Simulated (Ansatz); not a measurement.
System: tetrafluorogermane, GeF₄, charge 0, multiplicity 1. 
Geometry from a B3LYP-D3(BJ)/def2-TZVP (Ansatz, a quantum-chemistry and plane-wave program) optimisation:
```
Ge
F 1 1.7016
F 1 1.7016 2 109.47
F 1 1.7016 2 109.47 3 -120.00
F 1 1.7016 2 109.47 4 -120.00
```
Charge 0, spin multiplicity 1.

Basis-set convergence of Hartree-Fock and MP2 correlation energies (hartree) with Ansatz. Correlated levels leave the core frozen unless marked. Spin-orbit coupling is left out. The frozen core is the preceding noble-gas configuration, with the filled d and f shells of earlier blocks. No relativistic terms.

```csv
basis,functions,E(HF),"E(corr, MP2)"
cc-pVDZ,83,-2473.24131,-0.84708
cc-pVTZ,163,-2473.47833,-1.12508
cc-pVQZ,288,-2473.52301,-1.22788
cc-pV5Z,468,-2473.53241,-1.27225
```

Extrapolating the two largest sets (X = 4 and 5) as X^-3: E(corr) = (125·(-1.27225) - 64·(-1.22788))/61 = -1.3188 Eh, an estimate of the basis-set limit. The largest set recovers 96.5 % of it, the smallest 64.2 %.
